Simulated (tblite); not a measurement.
Species: C₅H₄ClO₂P.
Structure used (GFN2-xTB), in Å, numbered top down from 1:
```
atom  x, y, z in Å
C1    -2.2903   -0.1321    0.1918
C2    -1.2392    0.9403    0.1237
O3    -1.4751    2.1294    0.1048
C4     0.1452    0.4810    0.0780
O5     0.4374   -0.8365    0.0960
C6     1.7463   -1.0418    0.0464
C7     2.5024    0.0925   -0.0110
Cl8    4.2139    0.0752   -0.0826
P9     1.4963    1.5600   -0.0032
H10   -2.1333   -0.7402    1.0802
H11   -3.2772    0.3199    0.2218
H12   -2.2053   -0.7815   -0.6770
H13    2.0745   -2.0659    0.0562
```

Computed with GFN2-xTB (tblite): harmonic, unscaled wavenumbers at the GFN2-xTB geometry, gas phase. The method is semi-empirical: single wavenumbers can be off by several per cent or more. One conformer, not necessarily the lowest.

Problem. How many normal modes are there?

Solution. 13 atoms, non-linear: 3N − 6 = 33.

Problem. What is the point group of the computed structure, and how do the modes divide by symmetry?

Solution. Cs. The vibrations span 22 a′ + 11 a″.

Problem. How many distinct wavenumbers does the calculation give?

Solution. 33: Cs has no degenerate species.

Problem. How many fundamentals are allowed in the infrared by symmetry?

Solution. 33 of 33: in Cs every mode is allowed. All fundamentals are allowed in the Raman spectrum.

Problem. How far is the lowest real mode excited at 298.15 K, as a harmonic oscillator?

Solution. θ = hcν̃/k = 94 K for 65.4 cm⁻¹, so N1/N0 = 0.73 and ⟨v⟩ = 1/(exp(θ/T) − 1) = 2.7.
